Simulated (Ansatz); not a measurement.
Reactions of `CB1CS1`.

Gas-phase electronic energies from Ansatz, PBE0-D4/def2-TZVP geometries. CCSD(T)/CBS adds triple-zeta CCSD(T) − MP2 to the extrapolated MP2 energy (def2 sets, frozen cores). This one scheme is used for every species, atoms too. Functionals use def2-TZVPP. No spin–orbit coupling; open shells (•) take unrestricted orbitals. Spin–orbit coupling would lower the free atoms: a little for B, C, S. Elements past krypton have def2 core potentials. Bonds to Ga, Te are less sure, by a few kJ/mol each and by 10 to 20 or more in all where they break to atoms, as the def2 sets lack core-valence functions. Scalar relativity is left out up to krypton. Each species was taken in one conformer, which may not be the lowest.

| reaction | B2PLYP (eV) | CCSD(T)/CBS(def2) (eV) |
| --- | --- | --- |
| `CB1CS1` + H₂ → `B1CS1` + CH₄ | -0.20 | -0.16 |
| `CB1CS1` + H₂O → `OB1CS1` + CH₄ | -1.12 | -1.01 |
| `CB1CS1` + HCl → `ClB1CS1` + CH₄ | -0.76 | -0.71 |
| `CB1CS1` → B• + 2 C• + 5 H• + S• | 35.90 | 36.06 |
| `CB1CS1` + `[NH2][GaH2]` → `[GaH2][NH]B1CS1` + CH₄ | -1.07 | -1.05 |
| `CB1CS1` + H₂Te → `[TeH]B1CS1` + CH₄ | -0.57 | -0.63 |
| `CB1CS1` + H–F → `FB1CS1` + CH₄ | -1.18 | -1.04 |
| `CB1CS1` + `F[Si](S)(Cl)Cl` → `CS[Si](F)(Cl)Cl` + `B1CS1` | 0.65 | 0.62 |
| `CB1CS1` → `B1CS1` + `[CH2]` (triplet) | 4.98 | 5.06 |
| `CB1CS1` + `FC(F)(F)S` → `CSC(F)(F)F` + `B1CS1` | 0.54 | 0.51 |

Largest T1 diagnostic: 0.016, for `B1CS1`.
